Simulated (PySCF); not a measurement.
**A search over the determinants of ZnB**

Unrestricted PBE0; PySCF, no relativity, basis sets Zn def2-SVP, B def2-SVP. Outer shells of the fragments: Zn 3d10 4s2; B 2s2 2p1.

Followed along the bond (rough minima from three points):

```json
{"2Ms+1": "2", "unpaired": "π ↑", "⟨S²⟩ at the start": "0.86", "R at minimum (Å)": "2.22", "Te (eV)": "0.00"}
{"2Ms+1": "2", "unpaired": "σ ↑", "⟨S²⟩ at the start": "0.76", "R at minimum (Å)": "2.60", "Te (eV)": "0.51"}
{"2Ms+1": "4", "unpaired": "σ ↑↑, π ↑", "⟨S²⟩ at the start": "3.75", "R at minimum (Å)": "2.07", "Te (eV)": "1.22"}
{"2Ms+1": "4", "unpaired": "σ ↑, π ↑↑", "⟨S²⟩ at the start": "3.77", "R at minimum (Å)": "none in the scan", "Te (eV)": "≤ 0.99"}
{"2Ms+1": "2", "unpaired": "σ ↑, π ↑↓", "⟨S²⟩ at the start": "1.78", "R at minimum (Å)": "none in the scan", "Te (eV)": "≤ 1.71"}
```

Solutions found at the starting distance of 2.005 Å, counted from the lowest of them; the search is not exhaustive and high or unbound solutions are not listed, so other states can lie among these:

```csv
2Ms+1,unpaired,term,E (eV),⟨S²⟩,⟨Lz²⟩,μ (D)
2,π ↑,²Π,0.00,0.86,1.00,-2.26
4,"σ ↑, π ↑↑",⁴Σ⁻,0.87,3.77,0.00,-3.75
2,σ ↑,²Σ⁺,0.88,0.76,0.00,-0.34
4,"σ ↑↑, π ↑",⁴Π,1.12,3.75,1.00,-1.23
2,"σ ↑, π ↑↓",mixed,1.59,1.78,2.01,-3.77
2,"σ ↓, π ↑↑",mixed,1.71,1.78,0.00,-3.82
```

A term symbol is given only where ⟨S²⟩ and ⟨Lz²⟩ are close to those of a pure state; real π, δ and φ orbitals otherwise mix terms. A positive dipole means Zn(−)B(+).

Compare the gap between the two lowest followed solutions at the starting distance with the gap between their minima.

At PBE0 the second solution (doublet, unpaired electrons σ ↑) lies +0.88 eV from the first (doublet, unpaired electrons π ↑) at 2.005 Å and +0.51 eV at the minima; the two curves relax by different amounts, since their minima lie near 2.60 and 2.22 Å.
